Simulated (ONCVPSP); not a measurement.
Before and after: ONCV potential for caesium (Cs)

caesium (Cs), optimised norm-conserving Vanderbilt (ONCV), made with ONCVPSP 4.0.1 (PBE, fully relativistic). Core [Kr] 4d10, reference 5s2 5p6 6s1. Waves: 5s+6s: rc 3.00 bohr, ncon 5, nbas 9, qcut 3.9 1/bohr, 2 projectors; 5p: rc 3.05 bohr, ncon 4, nbas 9, qcut 4 1/bohr, 2 projectors, debl 0.8 Ha; d scattering state at 0.3 Ha: rc 2.40 bohr, ncon 4, nbas 8, qcut 3.4 1/bohr, 3 projectors, debl 3 Ha. Local part: polynomial inside 2.05 bohr (lpopt 2, dvloc0 -1 Ha). Core correction: none.

Open shells are filled in proportion to 2j + 1.

In the d channel the program set the typed energies aside and used 0.050, 3.050, 6.050 Ha (j = l + 1/2; the other j can differ).

Change: s: rc 3.84.

Cutoffs: the cutoffs (Ha) at which the residual kinetic energy of the hardest occupied pseudo-wave falls to 1 and 0.1 mHa per electron; they do not see the model core or the augmentation charge, which bear on the density cutoff. Errors are all-electron minus pseudo energies relative to the spin-unpolarised reference configuration.

Q: Predict the effect on cutoff, ghosts and configuration errors.

A: The potential gets softer (5.4 Ha and 7.0 Ha → 4.2 Ha and 5.1 Ha); of the 4 tests that both files solve, the error grows in 1 and shrinks in 0 by more than 15 % and 0.3 meV (median size 0.1 → 0.0 meV); neither file shows a bound ghost. A larger radius leaves more room for a smooth pseudo-wave, so fewer plane waves are needed.

| quantity | base | changed |
| --- | --- | --- |
| cutoff, loose | 5.4 Ha | 4.2 Ha |
| cutoff, tight | 7.0 Ha | 5.1 Ha |
| loose cutoff by channel | s 5.4 Ha, p 4.2 Ha | s 2.4 Ha, p 4.2 Ha |
| bound ghosts | none | none |
| GHOST(+) flags under 300 eV | none | none |
| error for 5s2 5p6 6s0, meV [ΔE 3.86 eV] | +0.1 | 0.0 |
| error for 5s2 5p6 6s0.5, meV [ΔE 1.47 eV] | 0.0 | 0.0 |
| error for 5s2 5p6 6s0 6p1, meV [ΔE 1.37 eV] | +0.1 | 0.0 |
| error for 5s1 5p6 6s1, meV [ΔE 31.65 eV] | -72 | -219 |
| p3/2: phases at 3.09 bohr within 0.05 rad from the reference energy up to (Ha; the scan ends near 5) | 2.8 | 2.8 |
| p1/2: phases at 3.09 bohr within 0.05 rad from the reference energy up to (Ha; the scan ends near 5) | 2.8 | 2.8 |
| d5/2: phases at 2.43 bohr within 0.05 rad from the reference energy up to (Ha; the scan ends near 5) | to the end of the scan | to the end of the scan |
| d3/2: phases at 2.43 bohr within 0.05 rad from the reference energy up to (Ha; the scan ends near 5) | to the end of the scan | to the end of the scan |

Base: The cutoffs count occupied waves only; projector 3 of the d channel, the hardest unoccupied one, needs 19 Ha at the loose tolerance. These tests converged, but a pseudo level misses the all-electron one widely, so the file describes the atom poorly there or has found another state: 5s2 5p6 6s0 6p1: empty 6s by 2.9 eV. Changed file: The cutoffs count occupied waves only; projector 3 of the d channel, the hardest unoccupied one, needs 19 Ha at the loose tolerance. These tests converged, but a pseudo level misses the all-electron one widely, so the file describes the atom poorly there or has found another state: 5s2 5p6 6s0 6p1: empty 6s by 2.9 eV.
